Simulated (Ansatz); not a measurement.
Cl4Sn (SMILES [Cl][Sn]([Cl])([Cl])[Cl]), singlet, geometry from GFN2-xTB (such geometries of metal compounds can be far from the true shape) (core potentials on Sn).

Ansatz (a first-principles code) was given this input:
Ansatz 0.2 input:
```yaml
crystal:
  periodic: [false, false, false]
  atoms:
    - {symbol: Cl, position_ang: [-1.77479368, -0.88041486, -1.20054786]}
    - {symbol: Sn, position_ang: [0.00000000, -0.00000000, -0.00000000]}
    - {symbol: Cl, position_ang: [-0.36186350, 2.25816284, 0.36890849]}
    - {symbol: Cl, position_ang: [1.96041258, -0.28169286, -1.20156969]}
    - {symbol: Cl, position_ang: [0.17624459, -1.09605512, 2.03320906]}
basis:
  gaussian:
    orbitals: def2-SVPD
hamiltonian:
  xc: cam_b3lyp
```

Problem. Predict the total energy from CAM-B3LYP/def2-SVPD run with Ansatz.

Solution. -2054.7486 Eh

Problem. Estimate the number of basis functions that CAM-B3LYP/def2-SVPD returns for this input.

Solution. 140
